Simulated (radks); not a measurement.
Q: The gallium ion Ga3+, [Ar] 3d10. All-electron calculation, non-relativistic Kohn-Sham, r2SCAN, spin-polarised, spherical densities, point nucleus; meta-GGA in the generalised Kohn-Sham scheme. Program: a radial shooting solver on a logarithmic mesh with Libxc functionals. Every spin shell is full or empty, so the densities are truly spherical. Functionals are evaluated on that one density, not self-consistently. Rank these orbital-free kinetic functionals by their error against the exact value of the orbitals, and give that value: Thomas-Fermi, TF + vW, TF + vW/9, TF + vW/5, LC94, Perdew 92, Thakkar, Pearson, LKT, PG1, DePristo-Kress, Ernzerhof.

A: Exact: 1921.51 hartree. From best to worst, with 100 (|E| - |E exact|)/|E exact| (equal figures are ties): LC94 -0.06, DePristo-Kress -0.15, Ernzerhof -0.42, Thakkar -0.52, Perdew 92 -0.80, TF + vW/9 -0.81, Pearson -1.24, TF + vW/5 +3.53, Thomas-Fermi -6.25, PG1 +18.36, LKT +23.17, TF + vW +42.65.
